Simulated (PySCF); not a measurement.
GeH6Si, SMILES [SiH3][GeH3]. Heavy atoms are numbered as in [SiH3:1][GeH3:2]. Hydrogens are named by the atom that carries them.

Geometry: PBE0-D3(BJ)/def2-TZVP.

These are B3LYP/def2-TZVPD run with PySCF values and carry that method's errors.

Mulliken values depend strongly on the basis, most of all with diffuse functions as here. Atomic charges (e), one atom of each kind:

```
atom          IAO  Mulliken
----------  -----  --------
Si1 (SiH3)   0.36      0.23
Ge2 (GeH3)   0.21      0.01
H on Si1    -0.11     -0.08
H on Ge2    -0.08      0.00
```
